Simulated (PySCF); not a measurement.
All of these have the formula C5H7FO2. Computed with TDDFT CAM-B3LYP/def2-SVPD, vertical, gas phase, core orbitals frozen in the response in PySCF. Geometries: PBE0-D3(BJ)/def2-SVP; one conformer of each isolated species. Triplets are in the Tamm–Dancoff approximation.

A. `C=C(F)C(=O)OCC`
B. `C=COC(=O)CCF`
C. `CO/C(C)=C\C(=O)F`

Lowest singlet levels (six at most, fewer where fewer were computed) with oscillator strengths:

1. 211 nm (f 0.001); 191 nm (f 0.442); 172 nm (f 0.046); 161 nm (f 0.111); 156 nm (f 0.003); 153 nm (f 0.000)
2. 238 nm (f 0.000); 202 nm (f 0.308); 174 nm (f 0.135); 161 nm (f 0.031); 158 nm (f 0.000); 150 nm (f 0.039); T1 3.68 eV
3. 231 nm (f 0.003); 223 nm (f 0.453); 189 nm (f 0.012); 170 nm (f 0.001); 166 nm (f 0.001); 159 nm (f 0.002); T1 3.50 eV

Question: Which spectrum belongs to which structure?

Answer: 1 = B, 2 = A, 3 = C.
- A: S1 at 5.22 eV, HOMO-1→LUMO (94%); Löwdin shares by element: HOMO carbon 66% or more, fluorine 15%, oxygen 8% or more; LUMO carbon 63% or more, oxygen 15% or more (atoms not listed hold the other 22%); HOMO -9.41 and LUMO -0.40 eV; point group Cs, 2 of its 6 listed states under f = 0.0005.
- B: S1 at 5.89 eV, HOMO-1→LUMO (81%), HOMO-1→LUMO+2 (15%); Löwdin shares by element: HOMO carbon 65% or more, oxygen 23%; LUMO carbon 56% or more, oxygen 19% or more (atoms not listed hold the other 25%); HOMO -8.95 and LUMO 0.35 eV; point group Cs, 1 of its 6 listed states under f = 0.0005.
- C: S1 at 5.36 eV, HOMO-1→LUMO (91%); Löwdin shares by element: HOMO carbon 52% or more, oxygen 28% (atoms not listed hold the other 20%); LUMO carbon 58% or more, oxygen 15% or more (atoms not listed hold the other 27%); HOMO -8.50 and LUMO -0.10 eV.
A and C have S1 within 0.15 eV of each other; their strongest listed levels stand at 6.14 eV (f 0.308) and 5.57 eV (f 0.453).
